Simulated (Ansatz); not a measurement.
Stepwise reaction of `[CH3][In]([CH3])[SiH3]` with hydrogen fluoride, as a gas-phase model of exchange steps in deposition or etching. ΔE in kJ/mol.

Computed with Ansatz on PBE0-D4/def2-TZVP structures; ΔE is electronic, products minus reactants. CBS: MP2 limit from def2 TZ/QZ plus the TZ coupled-cluster correction, frozen cores. This one scheme is used for every species. DFT in def2-TZVPP. B3LYP here is the variant with VWN-RPA as its local correlation; programs differ in this. Elements past krypton have def2 core potentials. For In outer-core shells are correlated without core-valence functions, which leaves a few kJ/mol of doubt a bond.

| step | reaction | PBE-D4 | B3LYP-D4 | ωB97M-V | CCSD(T)/CBS |
| --- | --- | --- | --- | --- | --- |
| 2 | `[CH3][In]([F])[SiH3]` + H–F → `[F][In]([F])[SiH3]` + CH₄ | -88.1 | -95.1 | -90.3 | -84.1 |

Question: Give the row of step 1, `[CH3][In]([CH3])[SiH3]` + H–F → `[CH3][In]([F])[SiH3]` + CH₄. (Estimate.)

Answer: Computed: 
```json
{"step": "1", "reaction": "`[CH3][In]([CH3])[SiH3]` + H–F → `[CH3][In]([F])[SiH3]` + CH₄", "PBE-D4": "-119.4", "B3LYP-D4": "-127.0", "ωB97M-V": "-118.4", "CCSD(T)/CBS": "-112.5"}
```

Question: By hand: ΔE of the 2 steps together at CCSD(T)/CBS.

Answer: (-112.5) + (-84.1) = -196.6 kJ/mol, or -98.3 kJ/mol a step.

In ΔE each step is higher than the one before. All are downhill at CCSD(T)/CBS. PBE-D4 differs from CCSD(T)/CBS by -6.9 to -4.0 kJ/mol a step. Only this route is followed, and other bonds may react first. Isolated molecules leave out the surface, adducts and barriers. Largest T1 diagnostic: 0.016.
